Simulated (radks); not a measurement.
Nd2+, 58 electrons, occupied as [Xe] 4f4.

All-electron calculation, Dirac Kohn-Sham, PBE, spin-unpolarised, spherical densities, point nucleus; open shells fill j = l - 1/2 first. Program: a radial shooting solver on a logarithmic mesh with Libxc functionals.

Energy parts (eV):
| part | energy |
|---|---|
| total | -262026.60 |
| kinetic | 282607.75 |
| electron-nucleus | -639522.21 |
| Hartree | 100951.87 |
| exchange-correlation | -6064.02 |

Orbitals (lengths in bohr, moments of r in powers of bohr; <r^-3> diverges for s and p1/2; r(90%) holds 90 % of the orbital's charge):
orbital,occ.,eigenvalue (eV),<1/r>,r(90%),<r^4>,<r^-3>,small-component weight
1s1/2,2,-43375.99,66.06,0.0426,1.526e-06,-,4.95e-02
2s1/2,2,-7023.085,15.64,0.156,0.0002479,-,1.08e-02
2p1/2,2,-6644.518,15.62,0.139,0.0001551,-,1.09e-02
2p3/2,4,-6124.429,14.03,0.147,0.0001966,7951,1.02e-02
3s1/2,2,-1533.407,5.665,0.391,0.009926,-,3.36e-03
3p1/2,2,-1371.845,5.578,0.384,0.009163,-,3.30e-03
3p3/2,4,-1268.018,5.182,0.401,0.01096,1633,3.10e-03
3d3/2,4,-986.8791,5.052,0.374,0.008217,270.2,2.98e-03
3d5/2,6,-964.4367,4.951,0.380,0.008687,243.9,2.93e-03
4s1/2,2,-315.0488,2.352,0.873,0.2526,-,1.04e-03
4p1/2,2,-254.0992,2.246,0.908,0.2941,-,9.73e-04
4p3/2,4,-231.6072,2.114,0.949,0.3507,354.7,9.08e-04
4d3/2,4,-131.5081,1.893,1.06,0.5350,48.90,7.54e-04
4d5/2,6,-127.5369,1.860,1.07,0.5667,43.65,7.37e-04
5s1/2,2,-53.3050,0.9017,2.12,8.769,-,2.20e-04
5p1/2,2,-37.0543,0.7926,2.42,14.82,-,1.73e-04
5p3/2,4,-34.0049,0.7470,2.55,18.18,47.58,1.57e-04
4f5/2,4,-14.6654,1.261,1.91,7.734,4.999,3.73e-04
4f7/2,0,-14.2587,1.245,1.95,8.349,4.828,3.66e-04

The highest occupied level is 4f5/2 at -14.665 eV. The density falls to 0.001 e/bohr^3 at r = 3.60 bohr.
